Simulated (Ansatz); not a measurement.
Isomers of Te3Pb3⁻ (doublet), relaxed with PBE-D4/def2-SVP; total energies from Ansatz at PBE0-D4/def2-TZVPD.

```json
{"isomer": "A", "description": "point group Cs; 7 × Pb–Te 2.90 to 3.12 Å", "energy (Eh)": "-1383.13842"}
{"isomer": "B", "description": "point group Cs; 6 × Pb–Te 2.86 to 2.97 Å", "energy (Eh)": "-1383.11992"}
```

In the def2 sets Pb, Te take a core potential; there is no spin–orbit coupling.

The isomers come from a short search, and lower ones may exist.

Question: Work out the relative energies (1 Eh = 2625.5 kJ/mol) and the Boltzmann populations at 1200 K from electronic energies alone (R = 8.314 J/mol/K).

Answer: ΔE: A 0.0, B 48.6 kJ/mol. RT = 9.98 kJ/mol. Factors exp(−ΔE/RT): A 1, B 0.00768; sum 1.008. Populations: A 99.2 %, B 0.8 %. Zero-point energy, vibrational entropy and symmetry numbers are left out and can shift these; an error of 4 kJ/mol changes a ratio by a factor of 1.5. Over the other density-functional and correlated levels in def2 sets, the gap between A and B ranges from 44 to 45 kJ/mol.
